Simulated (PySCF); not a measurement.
Species: C7H9N.
Numbering: `[H]/[N:1]=[CH:2]\[CH:3]1[CH:4]=[CH:5][CH2:6][CH:7]=[CH:8]1` (hydrogens: H9 on N1; H10 on C2; H11 on C3; H12 on C4; H13 on C5; H14, H15 on C6; H16 on C7; H17 on C8)

All values: B3LYP/def2-SVPD (PySCF, non-relativistic), on one gas-phase PBE0-D3(BJ)/def2-SVP geometry that isn't relaxed in the solvent. The solvent is an IEF-PCM continuum (Bondi radii, 1.10 Å for H, scaled by 1.2), and excitations are vertical TDDFT with non-equilibrium linear response and a frozen core. The model holds no explicit solvent molecules, cavitation or dispersion.

Gas-phase singlets (H = HOMO, L = LUMO):

```csv
state,E (eV),λ (nm),f,leading configurations
S1,5.008,248,0.004,H→L 82%
S2,5.607,221,0.001,"H-1→L 36%, H→L+1 35%, H→L 12%"
S3,5.784,214,0.007,"H→L+1 54%, H-1→L 45%"
S4,6.197,200,0.001,"H-2→L 55%, H→L+2 41%"
S5,6.296,197,0.012,"H→L+3 48%, H→L+2 30%, H-2→L 13%"
```

Q: Give the list for chloroform (ε = 4.711), n² = 2.09.

A: 
| state | E (eV) | λ (nm) | f | leading configurations | change by rank (eV) |
| --- | --- | --- | --- | --- | --- |
| S1 | 4.991 | 248 | 0.006 | H→L 88% | -0.017 |
| S2 | 5.612 | 221 | 0.003 | H-1→L 56%, H-2→L 19%, H→L+1 9% | +0.005 |
| S3 | 5.808 | 213 | 0.009 | H→L+1 81%, H-1→L 17% | +0.024 |
| S4 | 6.121 | 203 | 0.012 | H-2→L 64%, H-1→L 13%, H→L+2 13% | -0.076 |
| S5 | 6.334 | 196 | 0.043 | H→L+2 50%, H→L+3 38% | +0.038 |

Q: How does the list change in acetone (ε = 20.49)?

A: 
```
state  E (eV)  λ (nm)      f           leading configurations  change by rank (eV)
   S1   4.978     249  0.005                          H→L 90%               -0.030
   S2   5.614     221  0.004             H-1→L 60%, H-2→L 21%               +0.007
   S3   5.822     213  0.007             H→L+1 83%, H-1→L 13%               +0.038
   S4   6.097     203  0.014  H-2→L 63%, H-1→L 16%, H→L+2 10%               -0.100
   S5   6.349     195  0.045             H→L+2 54%, H→L+3 34%               +0.053
```

Q: How do the frontier levels move from gas to acetone?

A: 
| orbital | gas (eV) | solvent (eV) | change (eV) | Löwdin shares, gas | Löwdin shares, solvent |
| --- | --- | --- | --- | --- | --- |
| LUMO+2 | 0.31 | 0.47 | +0.16 | C7 16 %, C2 16 %, C8 15 %, N1 9 % | C7 20 %, C8 19 %, C2 14 %, N1 6 % |
| LUMO+1 | -0.11 | 0.06 | +0.17 | C5 24 %, C4 23 %, C2 10 %, N1 9 % | C5 26 %, C4 24 %, C2 9 %, N1 7 % |
| LUMO | -0.67 | -0.66 | +0.01 | N1 22 %, C2 19 %, C7 12 %, C8 12 % | N1 28 %, C2 27 %, C7 9 %, C8 9 % |
| HOMO | -6.77 | -6.66 | +0.11 | N1 17 %, C7 17 %, C8 16 %, C3 8 % | C7 18 %, C8 18 %, C4 9 %, C5 9 % |
| HOMO-1 | -7.41 | -7.34 | +0.07 | N1 26 %, C4 25 %, C5 23 %, C6 5 % | C4 27 %, C5 25 %, N1 12 %, C7 9 % |
| HOMO-2 | -7.77 | -7.85 | -0.08 | C8 22 %, N1 21 %, C7 18 %, C5 7 % | N1 42 %, C8 13 %, C2 11 %, C7 9 % |
| HOMO-3 | -8.66 | -8.63 | +0.03 | N1 35 %, C2 22 %, C3 10 %, C8 8 % | N1 17 %, C3 12 %, C8 11 %, C2 9 % |

The HOMO–LUMO gap goes from 6.10 to 6.00 eV. Rows go by rank; for HOMO-3, HOMO-2 and HOMO the atom shares or the degeneracy differ between the runs, so the row needn't follow one orbital.

The values belong to the conformer `[H]/[N:1]=[CH:2]\[CH:3]1[CH:4]=[CH:5][CH2:6][CH:7]=[CH:8]1`: N1–C2–C3–C4 -13°.
